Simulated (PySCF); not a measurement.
C7H15PS.
Atom-mapped SMILES: `[CH3:1][CH2:2][CH2:3][P:4]1[CH2:5][CH2:6][S:7][CH2:8][CH2:9]1`

Geometry (GFN2-xTB, Å), atoms numbered from 1 in this order:
```
atom  x, y, z in Å
C1     3.6871   -0.2088    0.2554
C2     2.3356   -0.3000   -0.4417
C3     1.2050   -0.5257    0.5572
P4    -0.4348   -0.7204   -0.2961
C5    -1.4965   -0.8327    1.2335
C6    -2.9603   -0.6093    0.8963
S7    -3.3075    1.1294    0.4856
C8    -2.2519    1.2863   -0.9887
C9    -0.7829    1.0752   -0.6660
H10    3.8997   -1.1282    0.7967
H11    4.4804   -0.0457   -0.4700
H12    3.6956    0.6160    0.9653
H13    2.3466   -1.1217   -1.1619
H14    2.1526    0.6225   -0.9973
H15    1.1569    0.2994    1.2750
H16    1.3854   -1.4503    1.1145
H17   -1.1677   -0.1042    1.9811
H18   -1.3712   -1.8378    1.6485
H19   -3.6002   -0.8287    1.7515
H20   -3.2737   -1.2227    0.0488
H21   -2.4324    2.2966   -1.3568
H22   -2.6043    0.5677   -1.7316
H23   -0.4896    1.7028    0.1814
H24   -0.1836    1.3602   -1.5361
```

Definitions: NICS(0) = −σiso at the ring centroid; NICS(1) = −σiso and NICS(1)zz = −σzz at ±1 Å along the ring normal z. Level: GIAO PBE0/pcSseg-1 (PySCF, non-relativistic, gas phase) on the GFN2-xTB geometry, one conformer.

Ring bond lengths (Å), with Mayer bond orders in brackets: P4–C5 1.865 (0.94), C5–C6 1.519 (1.01), C6–S7 1.820 (1.01), S7–C8 1.820 (1.01), C8–C9 1.519 (1.01), C9–P4 1.866 (0.95).

Q: Give the NICS values of each ring in ppm.

A: 
| ring | type | NICS(0) | NICS(1), two faces | NICS(1)zz, two faces | rms pucker (Å) | centre to ring atoms, mean (Å) |
| --- | --- | --- | --- | --- | --- | --- |
| P4–C5–C6–S7–C8–C9 | 6-membered ring with P and S; formal bonds all single | -3.3 | -2.7 / -2.0 | 3.6 / 6.2 | 0.32 | 1.64 |

Q: What do they say, and how far can they be read as aromaticity?

A: 
- P4–C5–C6–S7–C8–C9: mean NICS(1)zz 4.9 ppm, deshielded. C5, C6, C8, C9 have four or more neighbours, so the value isn't read as a sign of a π ring current.

Q: What field does 1 T along the ring normal induce along that normal at the second NICS(1) probe listed for ring P4–C5–C6–S7–C8–C9, 1 Å off the ring?

A: NICSzz × B0 = 6.2 ppm × 1 T = 6 μT, along the applied field.

Q: What are the shieldings of the ring atoms and their hydrogens in the same run (means over atoms taken as equivalent)?

A: 
```csv
atoms,environment,σ isotropic (ppm),"principal values of the symmetric part, first atom (ppm)"
P4,phosphine phosphorus,376.4,"350.6, 361.5, 417.0"
C5 (×2),sp3 carbon bound to phosphorus,151.9,"134.5, 157.8, 164.1"
C6 (×2),sp3 carbon bound to sulfur,152.0,"143.6, 150.0, 161.8"
S7,sulfide sulfur,478.3,"359.3, 475.0, 600.5"
H17 (×4),methylene hydrogen,29.89,"26.4, 30.0, 33.8"
H19 (×4),methylene hydrogen,28.92,"22.7, 27.2, 37.2"
```

The run took 64 s of wall time on Arm Neoverse V1, one thread, no GPU (shared host), and the process peaked at 1.1 GiB of memory. This is the whole shielding run at PBE0/pcSseg-1, SCF included.
